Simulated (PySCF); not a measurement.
AlH3Se3, SMILES [SeH][Al]([SeH])[SeH].

Coordinates come from a B3LYP-D3(BJ)/def2-SVP optimisation. One conformer was computed; it need not be the lowest.

All values below come from PySCF with IEF-PCM-PBE0/def2-SVP.

The values are the electrostatic part of the solvation free energy, E(continuum) − E(gas) at the gas-phase geometry, in a cavity of scaled van der Waals radii (PySCF's table); cavitation and dispersion terms are not included. A continuum can't describe solvent molecules that bind to the metal. In vacuum the orbital gap is 6.29 eV. The dipole moment in vacuum is 1.34 D.

Estimate the values in water (ε = 78.36), dichloromethane (ε = 8.93), acetonitrile (ε = 35.69). (The exact figures need the calculation; the answer reports its results.)


| solvent | ε | ΔG(elec) (kcal/mol) | dipole (D) | gap (eV) |
|---|---|---|---|---|
| water | 78.36 | -6.4 | 2.12 | 6.49 |
| dichloromethane | 8.93 | -5.3 | 1.96 | 6.45 |
| acetonitrile | 35.69 | -6.2 | 2.09 | 6.48 |
